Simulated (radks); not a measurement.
Species: Hg. Configuration: [Hg].

Method: Dirac Kohn-Sham, XLYP, spin-unpolarised, spherical densities, finite nucleus; Fermi nuclear charge, rms radius 5.4648 fm; computed with a radial shooting solver on a logarithmic mesh with Libxc functionals.

Energy parts (eV):
total: -534961.39
kinetic: 616744.42
electron-nucleus: -1349212.31
Hartree: 207731.53
exchange-correlation: -10225.03

Orbitals (lengths in bohr, moments of r in powers of bohr; r(max) is where P^2 peaks):
orbital,occ.,eigenvalue (eV),<r^4>,r(max),<r>,<r^2>
1s1/2,2,-83008.90,3.997e-07,0.01022,0.01659,0.0003810
2s1/2,2,-14700.88,0.00005789,0.05936,0.06926,0.005740
2p1/2,2,-14109.78,0.00003429,0.04361,0.05692,0.004053
2p3/2,4,-12161.46,0.00005383,0.05110,0.06559,0.005239
3s1/2,2,-3487.972,0.002100,0.1670,0.1801,0.03725
3p1/2,2,-3220.590,0.001826,0.1558,0.1704,0.03391
3p3/2,4,-2789.062,0.002546,0.1709,0.1863,0.04031
3d3/2,4,-2344.496,0.001682,0.1330,0.1621,0.03085
3d5/2,6,-2252.022,0.001858,0.1372,0.1669,0.03259
4s1/2,2,-766.5228,0.04683,0.3762,0.3992,0.1800
4p1/2,2,-651.6918,0.04978,0.3741,0.4011,0.1833
4p3/2,4,-547.4673,0.06868,0.4052,0.4353,0.2155
4d3/2,4,-359.3502,0.08123,0.3975,0.4425,0.2264
4d5/2,6,-339.9205,0.08951,0.4071,0.4536,0.2378
5s1/2,2,-117.7668,1.210,0.8283,0.9021,0.9131
4f5/2,6,-97.8382,0.1554,0.3642,0.4793,0.2773
4f7/2,8,-93.6447,0.1647,0.3687,0.4861,0.2852
5p1/2,2,-79.8241,1.712,0.8727,0.9716,1.067
5p3/2,4,-61.4974,2.544,0.9520,1.069,1.294
5d3/2,4,-10.8723,12.73,1.142,1.462,2.549
5d5/2,6,-9.0364,16.14,1.181,1.534,2.826
6s1/2,2,-6.8189,123.2,2.210,2.717,8.518

The highest occupied level is 6s1/2 at -6.819 eV. For comparison, the ionisation energy in NIST's Atomic Spectra Database is 10.438 eV (measured). In exact Kohn-Sham theory the highest level is minus the ionisation energy, but local and semilocal functionals leave it too shallow, through self-interaction and a potential that decays too fast; potentials with the right tail come closer. The electron density at the nucleus is 2.325e+06 e/bohr^3.
